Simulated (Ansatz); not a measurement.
Several settings on one geometry of SbAs2⁺ (that of the charge 1 singlet, r2SCAN-D4/def2-TZVP). Ansatz on 4 threads of Arm Neoverse V2 on a shared host; times are rough.

```xyz
3

As    0.213    0.053   -1.365
As   -1.261    0.408    0.393
Sb    1.048   -0.460    0.972
```

Totals from different functionals, basis sets or treatments of relativity can't be compared as stabilities.

In the def2 sets Sb takes a core potential; there is no spin–orbit coupling.

Task: Give the basis size and estimate the energy, ⟨S²⟩ and time of these runs.

```json
{"run": "1", "method": "UKS B3LYP5/def2-TZVPP", "charge": "1", "state": "singlet", "further keys": "scf: {lower_state_search: light}; forces asked"}
{"run": "2", "method": "RKS ωB97X-V/def2-SVPD", "charge": "1", "state": "singlet", "further keys": "scf: {omitted_lower_state_checks: [starts]}; forces asked"}
{"run": "3", "method": "RKS ωB97X/def2-SVP", "charge": "1", "state": "singlet", "further keys": "scf: {omitted_lower_state_checks: [starts]}; forces asked"}
```

Result: 
| run | functions | energy (Eh) | ⟨S²⟩ | wall time |
| --- | --- | --- | --- | --- |
| 1 | 146 | -4711.6001 | 0.00 | 5.5 s |
| 2 | 108 | -4710.7770 | – | 5.5 s |
| 3 | 90 | -4711.3247 | – | 3.3 s |
